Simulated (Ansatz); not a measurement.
Reactions of C₄H₇NO (`C=C(C)C(N)=O`).

Isolated molecules relaxed with PBE0-D4/def2-TZVP in Ansatz; ΔE leaves out vibrations. CBS: MP2 limit from def2 TZ/QZ plus the TZ coupled-cluster correction, frozen cores. This one scheme is used for every species. For Ge outer-core shells are correlated without core-valence functions, which leaves a few kJ/mol of doubt a bond. Scalar relativity is left out up to krypton. One conformer a species, not always the lowest.

Order these by ΔE at CCSD(T)/CBS, lowest first. (An estimate is asked.)
A. `C=C(C)C(N)=O` + `CCCC` → `CCCCC(N)=O` + `C=CC`
B. `C=C(C)C(N)=O` + `C=N` → `C=NC(=C)C` + `NC=O`
C. `C=C(C)C(N)=O` + `[CH3][GeH]([F])[F]` → `[CH3][Ge]([CH3])([F])[F]` + `C=CC(N)=O`

C (-0.40 eV), A (+0.10 eV), B (+0.22 eV).

Largest T1 diagnostic: 0.016, for `NC=O`.
